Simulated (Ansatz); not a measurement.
Geometry optimisation, UKS B3LYP-D4/STO-3G (Ansatz 0.2.0).

Input:

```yaml
crystal:
  periodic: [false, false, false]
  atoms:
    - { symbol: C, position_ang: [1.4562, -0.8627, -1.2166] }
    - { symbol: C, position_ang: [0.5853, -0.2365, -0.3471] }
    - { symbol: C, position_ang: [1.0608, 0.2005, 0.9861] }
    - { symbol: Al, position_ang: [-1.2649, -0.0367, -0.7722] }
    - { symbol: "N", position_ang: [-2.5229, 0.7186, 0.4965] }
    - { symbol: H, position_ang: [2.4594, -0.946, -1.0013] }
    - { symbol: H, position_ang: [1.0659, -1.1585, -2.1865] }
    - { symbol: H, position_ang: [2.1721, 0.6002, 0.9185] }
    - { symbol: H, position_ang: [0.4608, 1.0267, 1.4539] }
    - { symbol: H, position_ang: [1.0754, -0.6631, 1.7207] }
    - { symbol: H, position_ang: [-1.9109, -0.5526, -2.1539] }
    - { symbol: H, position_ang: [-2.4116, 0.1693, 1.4046] }
    - { symbol: H, position_ang: [-2.2052, 1.7059, 0.712] }
magnetization:
  spin_polarized: true
basis:
  gaussian: { orbitals: STO-3G }
hamiltonian:
  xc: b3lyp
  dispersion: d4
relax:
  f_tol: 0.02
  max_steps: 40
```

Launched with:

```bash
$ ansatz run input.yaml --threads 1 --pin off --max-ram 2048MiB --backend cpu --events-out ev --progress --plain --runs-dir out
```

**Question.** Where does it end, and by what steps?

**Answer.** The forces met the threshold. Limits of this set-up: minimal basis. After 20 steps the energy has fallen by 1.421 eV; H13 moved furthest, 1.36 Å.

```csv
step,energy less start (eV),largest force component (eV/Å),accepted
0,0.0000,4.967,yes
1,-0.6207,1.206,yes
2,-0.5804,2.120,no
3,-0.7459,0.815,yes
4,-0.7856,0.400,yes
5,-0.8338,0.634,yes
6,-0.8762,1.580,yes
7,-0.9983,0.953,yes
8,-1.1340,1.111,yes
9,-1.2258,1.199,yes
10,-1.2797,1.357,yes
11,-1.3208,1.265,yes
12,-1.3924,0.556,yes
13,-1.3653,0.703,no
14,-1.4137,0.156,yes
15,-1.4157,0.342,yes
16,-1.4200,0.078,yes
17,-1.4206,0.051,yes
18,-1.4209,0.030,yes
19,-1.4210,0.038,yes
20,-1.4212,0.013,yes
```

```xyz
13
Properties=species:S:1:pos:R:3
C 1.429 -0.744 -1.264
C 0.586 -0.256 -0.339
C 1.142 0.098 1.059
Al -1.263 0.004 -0.733
N -2.241 0.691 0.513
H 2.501 -0.906 -1.078
H 1.098 -1.017 -2.276
H 2.224 -0.097 1.134
H 0.971 1.163 1.294
H 0.636 -0.488 1.845
H -1.895 -0.348 -2.041
H -1.912 0.972 1.456
H -3.256 0.893 0.445
```

Whether the end is a true minimum wasn't checked by a vibrational analysis.

Time of the run: 80 s on 1 thread of Arm Neoverse V2 (shared host), peak memory 0.17 GiB.
